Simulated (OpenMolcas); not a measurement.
Mo4+ among 6 point charges of -1.5 e arranged as an octahedron (Oh), 2.23 Å from the ion.
```
   2.2300    0.0000    0.0000  -1.50
   0.0000    2.2300    0.0000  -1.50
  -2.2300    0.0000    0.0000  -1.50
   0.0000   -2.2300    0.0000  -1.50
   0.0000    0.0000    2.2300  -1.50
   0.0000    0.0000   -2.2300  -1.50
```

```
Program             : OpenMolcas
Method              : CASSCF
Basis               : ANO-RCC-VDZP [6s5p3d1f]
Scalar Hamiltonian  : DKH2, point nucleus
Active space        : 2 electrons in 5 orbitals (4d)
State averaging     : 2S+1 = 3 even, 10 roots; 2S+1 = 1 even, 15 roots
Spin-orbit coupling : state interaction with AMFI integrals over the reference wave functions
```

Q: What is the spin-free ground state (labels of O, the rotations of Oh)?

A: 3T1, 3-fold in its orbital part, 98 % from free-ion F terms; it has the highest spin that d2 allows.

Q: Where is the first state of the same spin?

A: 3T2 at 4480 cm-1 above the ground state.

Q: What are the lowest two levels with spin-orbit coupling?

A: A 2-fold level E, then a 3-fold level T2 270.3 cm-1 above it. Their leading multiplicities are 3 (99 %) and 3 (99 %).

Q: What is χT at 300 K, and how does it compare with the textbook value?

A: The lowest level has 2S+1 = 3, for which the spin-only value is χT = S(S+1) / 2 = 1.000 cm3 K/mol (g = 2). The computed 0.195 at 300 K differs by -0.805, through orbital momentum, spin-orbit coupling and any other state in reach. With a threefold ground state the orbital momentum is unquenched, so the spin-only value is not expected to hold.

Q: Which ligand-field parameters describe the states?

A: A least-squares ligand-field fit to the states below 45000 cm-1, each weighted by its degeneracy and with a free common offset, gives 10Dq = 5414 cm-1, B = 861 cm-1 and C = 3458 cm-1 (C/B = 4.02), with an rms deviation of 70 cm-1. 

An orbital triplet at a regular site is open to Jahn-Teller coupling, which can distort the site and quench the lowest spin-orbit gaps and is left out. Without dynamic correlation the repulsion within the d shell is too large (B by tens of per cent), so at a given field states of lower spin stand too high. This field is weak: 10Dq is about 5414 cm-1, while octahedral complexes of 4d ions of charge 3 and more, computed by the same method with explicit ligands, had a median near 25000 cm-1. Ground spin and moment need not be those of a real site. Point charges carry no covalency, so the field is a model and not that of real ligands. No measured value stands beside these numbers.
